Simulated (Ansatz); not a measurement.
Basis-set series for CH4BrGaO (`C[O][GaH][Br]`). Charge 0, multiplicity 1. Geometry: relaxed with PBE0-D4/def2-TZVP. It is one conformer, not always the lowest.

```xyz
8

C    -0.931    0.847   -0.110
O     0.456    0.680   -0.276
Ga    1.367   -0.802    0.029
Br    0.145   -2.596    0.759
H    -1.118    1.644    0.617
H    -1.433   -0.062    0.239
H    -1.379    1.142   -1.064
H     2.893   -0.853   -0.194
```

```tsv
functional	basis	functions	energy (Eh)	HOMO (eV)	LUMO (eV)
PBE0-D4	def2-SVP	112	-4613.49201	-8.05	-1.08
PBE0-D4	def2-QZVPP	412	-4614.29063	-8.18	-1.24
ωB97M-V	def2-SVP	112	-4613.87066	-10.37	0.66
ωB97M-V	def2-QZVPP	412	-4614.66779	-10.53	0.31
```

(1) Give the rows for def2-TZVPP. (Estimate.)

Answers

(1) Ansatz gave: 
```
functional       basis  functions  energy (Eh)  HOMO (eV)  LUMO (eV)
   PBE0-D4  def2-TZVPP        214  -4614.18752      -8.16      -1.20
   ωB97M-V  def2-TZVPP        214  -4614.56824     -10.51       0.50
```

Positive LUMOs are unbound and depend on the basis. Scalar relativity is left out up to krypton.
